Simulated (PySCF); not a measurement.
A PySCF script (with the pyscf-properties extension) for the NMR shieldings of `InChI=1S/C2H10BNSi2/c1-2-6-4(3)5/h2H,1,3,6H2,5H3`, on a GFN2-xTB geometry:

```python
import basis_set_exchange as bse
import numpy as np
from pyscf import gto, dft
from pyscf.prop import nmr

atoms = """
B    -1.863780    1.320065   -0.941954
N    -1.125074    0.368850   -0.218976
Si   -1.700635   -1.289258   -0.108373
Si    0.394535    0.777088    0.575544
C     1.708520   -0.447666    0.006519
C     3.006900   -0.191924   -0.031099
H    -2.872881    1.007746   -1.452536
H    -1.471227    2.420953   -1.028568
H    -3.157472   -1.280756   -0.000494
H    -1.106544   -1.872329    1.098024
H    -1.261474   -2.021189   -1.302764
H     0.168529    0.655328    2.025120
H     0.764071    2.144813    0.219922
H     1.371396   -1.433130   -0.296608
H     3.399136    0.769655    0.258525
H     3.738402   -0.919302   -0.350829
"""
names = dict.fromkeys(["B", "N", "Si", "C", "H"], "pcSseg-1")
basis = {el: gto.basis.parse(bse.get_basis(n, elements=[el], fmt="nwchem")) for el, n in names.items()}
mol = gto.M(atom=atoms, basis=basis, charge=0, verbose=0)
mf = dft.RKS(mol, xc="PBE0")
mf.grids.level = 2
mf.grids.alignment = dft.numint.BLKSIZE   # the property module wants whole blocks of grid points
mf.conv_tol = 1e-9
mf.kernel()

calc = nmr.RKS(mf)   # GIAO
C = mf.mo_coeff
Co = C[:, mf.mo_occ > 0]
resp = mf.gen_response(singlet=True, hermi=2)
def vind(x):   # induced exchange potential for any number of trial vectors
    d = np.einsum("pi,xij,qj->xpq", C, 2 * x.reshape(-1, C.shape[1], Co.shape[1]), Co, optimize=True)
    return np.einsum("xpq,pi,qj->xij", resp(d - d.transpose(0, 2, 1)), C, Co, optimize=True).ravel()
mo1, _ = nmr.rhf.solve_mo1(calc, with_cphf=vind)
sigma = calc.kernel(mo1)
for i, s in enumerate(sigma):   # ppm
    w = np.linalg.eigvalsh((s + s.T) / 2)
    print("%2d %-2s iso %8.1f  s11 %8.1f  s22 %8.1f  s33 %8.1f" % (i, mol.atom_pure_symbol(i), w.mean(), *w))
```

**Question.** Give the expected output.

**Answer.** 
```
 0 B  iso     51.1  s11     18.3  s22     23.9  s33    111.0
 1 N  iso    146.4  s11     18.6  s22    142.3  s33    278.3
 2 Si iso    394.0  s11    348.1  s22    381.0  s33    452.8
 3 Si iso    366.6  s11    301.8  s22    370.7  s33    427.3
 4 C  iso     46.0  s11    -74.0  s22     39.6  s33    172.4
 5 C  iso     44.6  s11    -82.0  s22     46.9  s33    168.9
 6 H  iso     26.2  s11     23.8  s22     26.0  s33     28.9
 7 H  iso     26.1  s11     23.7  s22     25.9  s33     28.7
 8 H  iso     26.8  s11     23.5  s22     25.2  s33     31.7
 9 H  iso     26.8  s11     23.6  s22     26.3  s33     30.5
10 H  iso     26.7  s11     23.5  s22     25.0  s33     31.7
11 H  iso     26.4  s11     23.3  s22     25.3  s33     30.5
12 H  iso     26.6  s11     23.3  s22     25.6  s33     30.7
13 H  iso     25.0  s11     21.9  s22     24.1  s33     29.2
14 H  iso     25.6  s11     21.9  s22     25.0  s33     29.8
15 H  iso     25.2  s11     21.9  s22     24.7  s33     29.0
```

These numbers come from an equivalent density-fitted implementation of the same equations, which agrees with the script to about 0.01 ppm for H and up to a few tenths of a ppm for heavy atoms, so last digits may differ.

Size and cost of the density-fitted run: 166 basis functions, 49 s wall time on 1 thread of an Arm Neoverse N1, shared host; peak memory 0.75 GiB.
